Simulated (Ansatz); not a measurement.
`[SiH3]O[SiH](Cl)Cl` → Cl₂ + `[SiH]O[SiH3]` at 500 K and 1 bar (silylene formation by 1,1-elimination).

Calculated with Ansatz (gas phase, PBE0-D4/def2-TZVP geometries, no zero-point term in ΔE). CCSD(T)/CBS adds triple-zeta CCSD(T) − MP2 to the extrapolated MP2 energy (def2 sets, frozen cores). This one scheme is used for every species. One conformer a species, not always the lowest.

```tsv
species	CCSD(T)/CBS energy (Eh)	H − E (kJ/mol)	S (J/(mol·K))
`[SiH3]O[SiH](Cl)Cl`	-1575.48976	161.7	461.9
Cl₂	-919.51390	19.6	240.8
`[SiH]O[SiH3]`	-655.75389	130.2	352.5
```

H − E and S are ideal-gas, rigid-rotor, harmonic terms from PBE0-D4/def2-TZVP, for one conformer and one mirror image of each species. 1 Eh = 2625.50 kJ/mol, R = 8.31446 J/(mol·K).

Task: By hand: ΔE, ΔH, ΔS and ΔG.

Result: ΔE = (-919.51390) + (-655.75389) − (-1575.48976) = 0.22197 Eh = 582.8 kJ/mol. Δ(H − E) = 19.6 + 130.2 − 161.7 = -11.9, so ΔH = 570.9 kJ/mol. ΔS = 240.8 + 352.5 − 461.9 = 131.4 J/(mol·K). ΔG = 570.9 − 500 × (131.4)/1000 = 505.2 kJ/mol.

Task: By hand: the equilibrium constant, and the temperature at which ΔG would vanish if ΔH and ΔS stayed fixed.

Result: log₁₀ K = −ΔG/(RT ln 10) = -52.8. ΔG = 0 at ΔH/ΔS = 4345 K, far beyond where these terms or the molecules hold.

The number of gas molecules changes by +1, which sets the sign of ΔS. A doubt of 5 kJ/mol in ΔE shifts log₁₀ K by 0.5 here. Other conformers and mirror images would add mixing entropy, several J/(mol·K) or more a flexible species. Modes under 60 cm⁻¹, often nearly free rotors, make the harmonic entropy too high. These are equilibria of isolated gas molecules and say nothing of rates. Largest T1 diagnostic: 0.014 (customary marks: 0.02 for closed shells, 0.045 for open ones).
